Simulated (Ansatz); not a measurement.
Molecule: BaF2, net charge -1, doublet state. 
Geometry from a B3LYP-D3(BJ)/def2-TZVP (Ansatz, a first-principles code) optimisation:
```
Ba
F 1 2.2890
F 1 2.2890 2 113.53
```
Charge -1, spin multiplicity 2.

### Question
Give the harmonic wavenumbers at B3LYP-D3(BJ)/def2-TZVP (Ansatz, finite differences of forces, unscaled).

### Answer
96, 368, 394 cm⁻¹. Zero-point energy 1.2 kcal/mol.

### Question
From these and the geometry, give the ideal-gas thermochemistry at 298.15 K and 1 atm (rigid rotor, harmonic oscillator).

### Answer
Point group C2v, rotational symmetry number 2. Rotational constants 10.79, 3.628, 2.715 GHz. S(trans) 41.39, S(rot) 24.14, S(vib) 5.60, S(elec, spin only) 1.38, S 72.5 cal/(mol K). H(298) - H(0) 3.25 kcal/mol; G - E(el) -17.1 kcal/mol.
